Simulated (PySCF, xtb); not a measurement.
BiH3O3, SMILES [OH][Bi]([OH])[OH].

GFN2-xTB run with xtb at its own geometry gives an orbital gap of 7.34 eV and a dipole moment of 1.64 D.

Geometry: r2SCAN-D4/def2-SVP. The def2 effective core potentials stand for the cores of Bi; spin–orbit coupling is left out. The values are those of a single conformer.

Q: What does M06-2X/def2-TZVP (PySCF) give? (The exact figures need the calculation; the answer reports its results.)

A: gap 9.44 eV (levels -9.74 and -0.30 eV), dipole 1.61 D.
